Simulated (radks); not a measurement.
The chlorine ion Cl2+ inside a hard spherical wall (all orbitals vanish at R), configuration held at [Ne] 3s2 3p3 and not refilled when levels cross. All-electron calculation, non-relativistic Kohn-Sham, PBEsol, spin-unpolarised, spherical densities, point nucleus. Program: a radial shooting solver on a logarithmic mesh with Libxc functionals. Eigenvalues in eV, with the zero of energy where the potential of the charges vanishes at infinity; a dash marks a level that is unbound or too diffuse for the functional's potential to be trusted. A positive occupied level is held by the wall or, in an anion where self-interaction has pushed it up, behind a barrier. The pressure on the wall is -dE/dV.

| R (bohr) | E (hartree) | kinetic (hartree) | e(2s) | e(2p) | e(3s) | e(3p) | e(3d, empty) | e(4s, empty) | pressure (GPa) |
|---|---|---|---|---|---|---|---|---|---|
| free | -457.83258 | 457.250 | -278.32 | -219.29 | -44.627 | -31.640 | -13.953 | -12.309 | 0 |
| 15 | -457.83258 | 457.250 | -278.32 | -219.29 | -44.627 | -31.640 | -13.953 | -12.309 | < 0.0001 |
| 10 | -457.83258 | 457.250 | -278.32 | -219.29 | -44.627 | -31.640 | -13.953 | -12.303 | < 0.0001 |
| 5 | -457.83002 | 457.279 | -278.20 | -219.17 | -44.547 | -31.547 | -13.519 | -8.960 | 0.608 |
| 4 | -457.80174 | 457.518 | -277.38 | -218.34 | -43.997 | -30.887 | -12.081 | -1.519 | 11.0 |
| 3.5 | -457.72914 | 458.010 | -275.90 | -216.84 | -42.963 | -29.628 | -10.034 | 7.542 | 47.5 |
| 3 | -457.49162 | 459.325 | -272.48 | -213.35 | -40.317 | -26.436 | -5.665 | 25.384 | 211 |
| 2.5 | -456.71642 | 462.746 | -265.08 | -205.79 | -33.380 | -18.343 | 3.834 | 62.596 | 994 |
| 1.5 | -444.36067 | 498.849 | -218.85 | -157.58 | 53.033 | 70.507 | 80.315 | 370.47 | 38300 |
